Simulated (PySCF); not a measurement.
SMILES [CH3][Li] (CH3Li) at its B3LYP/def2-SVP optimised geometry (Å):

```
5

C     -0.7660    -0.2545     0.0000
Li     1.2081    -0.2545     0.0000
H     -1.2081    -0.7634     0.8814
H     -1.2079     0.7634     0.0000
H     -1.2080    -0.7634    -0.8815
```

Level of theory: B3LYP/def2-TZVP (PySCF 2.14.0). Cells within 0.4 Å of a nucleus heavier than hydrogen are left out (blank, or x).

Map of the log10 of the electron density (e/bohr³), floored at −4 on the plane z = 0.0 Å:

```
|0000000000000000000000000|
|0000000000000000000000000|
|0000000000000000000000000|
|0000000000000000000000000|
|0000011222111100000000000|
|0000123333322211100000000|
|0001234454433322110000000|
|0012345666554433221000000|
|0013456787665443321100000|
|0123467998776554432100000|
|0123567999877665543100000|
|0123567899988767775200000|
|012456789xx98779xx7410000|
|012456789xx9877xxx7410000|
|012356789xx98778x96410000|
|0123467889887766664200000|
|0123456777776655432100000|
|0012345666665554332100000|
|0012234455554443321100000|
|0001223334333332211000000|
|0000112222222222110000000|
|0000000111111111000000000|
|0000000000000000000000000|
|0000000000000000000000000|
|0000000000000000000000000|
```
Scale: ten equal steps from -4.00 (start of '0') to -0.511 (end of '9'), in the order '0123456789'; x runs from -3.50 to 3.50, y from -3.50 (bottom) to 3.50 (top).
